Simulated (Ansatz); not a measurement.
Ideal-gas functions of Br2F4Ga2 (`[F][Ga-]1([F])[Br+][Ga-]([F])([F])[Br+]1`) at 500 K and 1 bar, from an Ansatz frequency run at PBE0-D4/def2-TZVP.

Molar mass 375.25 g/mol, point group D2h (symmetry number 4), electronic degeneracy 1, moments of inertia 692.497, 1025.251, 1370.762 u Å². Harmonic wavenumbers (cm⁻¹, unscaled): 19, 86, 96, 98, 107, 131, 134, 149, 165, 180, 184, 222, 243, 274, 673, 681, 737, 740.

Use S(trans) = R[1.5 ln M + 2.5 ln T − 1.1517]; rotational temperatures θ = 24.2544 K / I; S(rot) = R[ln(√π/σ · √(T³/θAθBθC)) + 1.5]; for each mode x = 1.438777 ν̃/T, S = R[x/(eˣ − 1) − ln(1 − e⁻ˣ)] and H = RT x/(eˣ − 1); 1 cm⁻¹ = 0.0119627 kJ/mol; R = 8.31446 J/(mol·K).

Task: By hand: the entropy, in J/(mol·K).

Result: Translation 193.5. Rotation: θ = 0.035, 0.0237, 0.0177 K, giving 129.5. Vibration, mode by mode: 32.48, 19.95, 19.04, 18.87, 18.14, 16.48, 16.29, 15.42, 14.59, 13.88, 13.70, 12.18, 11.46, 10.50, 4.01, 3.94, 3.47, 3.44, in all 247.8. Electronic 0.0. Sum 570.8 J/(mol·K).

Task: By hand: H − E and G − E in kJ/mol, counted from the electronic energy.

Result: Zero-point energy ½ × 4919 × 0.0119627 = 29.4; thermal vibration 51.9; translation, rotation and pV give 4 RT = 16.6. H − E = 97.9 kJ/mol, and G − E = 97.9 − 500 × 570.8/1000 = -187.5 kJ/mol.

Vibration gives 43 % of the entropy, 156.7 J/(mol·K) of it from the modes under 150 cm⁻¹: soft modes count most, and the harmonic formula is weakest for them.
